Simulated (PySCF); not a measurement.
C4H4F2O2, SMILES FC1(F)O[C@@H](C1)C=O. Geometry: PBE-D3(BJ)/def2-SVP. The structure was generated by enumeration; whether it is a known compound was not checked. One conformer was computed; it need not be the lowest.

Computed equilibrium geometry at PBE-D3(BJ)/def2-SVP (PySCF confirms it by a frequency run) as a Z-matrix (one conformer of several):
```
C
H 1 1.1098
O 1 1.4569 2 112.38
C 3 1.3988 1 91.86 2 -117.77
F 4 1.3537 3 111.83 1 120.22
F 4 1.3558 5 106.58 3 -122.33
C 1 1.5188 2 110.19 3 125.99
O 7 1.2117 1 123.40 2 29.76
H 7 1.1336 8 123.09 1 -178.14
C 4 1.5315 5 116.40 6 -131.38
H 10 1.1039 4 114.66 5 -1.58
H 10 1.1058 11 110.93 4 -130.90
```
Charge 0, spin multiplicity 1.
